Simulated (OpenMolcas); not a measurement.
Pt2+ (d8) on a cation site of an ionic host was computed by SS-CASPT2, IPEA 0.25 Eh, imaginary shift 0.1 Eh with the d shell active (OpenMolcas, ANO-RCC-VDZP on the metal). Its lowest spin-free states, and all those of the highest spin:

| 2S+1 | Degeneracy | E (cm-1) |
| --- | --- | --- |
| 3 | 3 | 0 |
| 1 | 3 | 8800 |
| 1 | 2 | 9410 |
| 3 | 3 | 10220 |
| 3 | 3 | 18880 |
| 1 | 1 | 19440 |
| 1 | 3 | 21010 |
| 3 | 1 | 21940 |
| 1 | 3 | 23520 |
| 1 | 2 | 32950 |
| 1 | 1 | 47220 |

**Question.** Is the site octahedral, tetrahedral or cube-like, axial, or of lower symmetry?

**Answer.** The states with 2S+1 = 3 have orbital degeneracies 3, 3, 3, 1. Threefold states need a cubic site. For d8 at this spin an octahedron puts the single A2 below the threefold T2 and a tetrahedron or cube puts the threefold T1 below the threefold T2, so the site is a tetrahedron or a cube, which this pattern cannot tell apart. The run had Pt2+ with its 8 nearest fluoride ions at 2.284 Å, on the Ca site of CaF2 (a = 5.46294 Å, distance in the model lattice 2.366 Å). The rest of the host is ab initio model potentials to 7.6 Å and point charges beyond; the distance is set by hand and nothing relaxes. Ligand basis ANO-RCC-VDZP.

Roots that are degenerate in the reference are averaged as groups; the widest CASPT2 spread within a group is 220 cm-1 (the 3-fold group of multiplicity 1 near 23500 cm-1 above the lowest state of its run). Shifts and gaps below about the spread of the groups concerned are not significant. Over all roots computed the reference weight is 0.68 to 0.69; a low but even weight reflects the number of correlated electrons. Real 4d8 and 5d8 ions are as a rule square planar and diamagnetic. Ligand-to-metal charge-transfer states are missing. With no ligand orbital active B as a rule stays too high, so bands that hang on it stand too high and its fall with covalency is understated. With one d shell and no ligand orbital active, 10Dq can be off by a tenth or more. No measured value stands beside these numbers; the geometry was set by hand and not optimised.
